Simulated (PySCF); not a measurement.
**C: interval between two levels**

C [He] 2s2 2p2 [3P2, M_J = 2] → C [He] 2s1 2p2 3d1 [5F5, M_J = 5], as a difference of total energies. Computed with PySCF 2.14 in x2c-TZVPall-2c with one added diffuse shell each of s, p, d type (6s4p3d1f, 40 functions), with the two-component X2C-1e Hamiltonian. Correlated levels: 1s2 frozen. "Screened" scales the spin-orbit matrix elements by Boettger's factors to mimic the two-electron term; Breit and QED terms are absent.

```tsv
method	interval between two levels (cm⁻¹)
GHF (spin-free)	124140
GMP2 (spin-free)	135950
GHF (screened spin-orbit)	124150
GMP2 (screened spin-orbit)	135950
```

The labels give the starting determinants; with spin-orbit coupling the two ends relaxed to ⟨J²⟩ = 6.01, ⟨L²⟩ = 2.00, ⟨S²⟩ = 2.01 and ⟨J²⟩ = 30.00, ⟨L²⟩ = 12.00, ⟨S²⟩ = 6.00.

The promoted electron is Rydberg-like, and one or two diffuse shells describe it only roughly, which tends to raise the upper state.
